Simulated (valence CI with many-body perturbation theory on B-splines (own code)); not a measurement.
# Which ion has this spectrum?

A relativistic CI+MBPT calculation for an atom or ion with 22 electrons gives these levels (eV):

```
J  Parity       E     g
0    even    0.00      
1    even   78.79  1.49
4    even   91.12  1.05
2    even   94.93  1.18
3    even   98.37  1.10
0    even  166.67      
2    even  166.89  1.29
4    even  169.53  1.13
3    even  171.76  1.18
5    even  175.30  1.08
6    even  178.16  1.06
1    even  181.27  1.05
3    even  184.08  1.05
4    even  184.61  1.03
```

The energies are calculated, and their last digits are not significant.

Which is it?
A. W52+
B. Re53+
C. Os54+
D. Ir55+

D. Ir55+, ground level (3d3/2^4) J=0.
